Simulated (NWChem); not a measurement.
System: AlH2Br; SMILES [AlH2][Br]

Input file for NWChem:

```
start job
memory heap 200 mb stack 900 mb global 1100 mb
geometry units angstroms noautoz
  Al     0.000000     0.000000    -1.568293
  H      0.000000     1.399902    -2.300267
  H      0.000000    -1.399902    -2.300267
  Br     0.000000     0.000000     0.690750
end
basis spherical
  * library aug-cc-pvdz
end
dft
  xc hfexch
  iterations 150
end
tddft
  cis
  nroots 6
end
task tddft energy
```

The geometry was optimised at PBE0/def2-SVP.

Vertical excitations in the gas phase.

Problem. Give the results of this calculation. (Hartree-Fock/aug-cc-pVDZ, CIS.) Quantities: lowest excitation, singlet (eV); oscillator strength of that lowest state; lowest state with f > 0.02, singlet (eV); lowest triplet (eV); orbital gap (eV).

Solution. 
| Quantity | Value |
|---|---|
| lowest excitation, singlet (eV) | 6.26 |
| oscillator strength of that lowest state | 0.000 |
| lowest state with f > 0.02, singlet (eV) | 7.57 |
| lowest triplet (eV) | 5.56 |
| orbital gap (eV) | 11.64 |
